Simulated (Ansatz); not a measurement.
System: LaF, charge 0, multiplicity 1. 
Coordinates optimised at B3LYP-D3(BJ)/def2-TZVP (Ansatz, a first-principles code):
```xyz
2

La     0.0000     0.0000    -0.2850
F      0.0000     0.0000     1.8047
```

Wanted: vertical ionisation energy (to the doublet state of charge +1; each state is the SCF solution reached for its spin; for the singlet the Hartree-Fock reference is unstable and T1 is 0.020), in eV. Cores are frozen in the correlated levels unless marked. Open shells are spin-unrestricted. Spin-orbit coupling is left out. Frozen are the shells of the preceding noble gas and the d and f shells that filled before the atom's block. Past Kr the def2 sets carry scalar-relativistic core potentials. CBS(X,Y): correlation extrapolated as X^-3; Hartree-Fock from the larger set.

| level | program | vertical ionisation energy (eV) |
|---|---|---|
| SVWN5/def2-TZVPD | Ansatz | 5.99 |

Q: Predict the CCSD(T)/CBS(def2-TZVPPD,def2-QZVPPD) result (Ansatz).

A: 5.47 eV
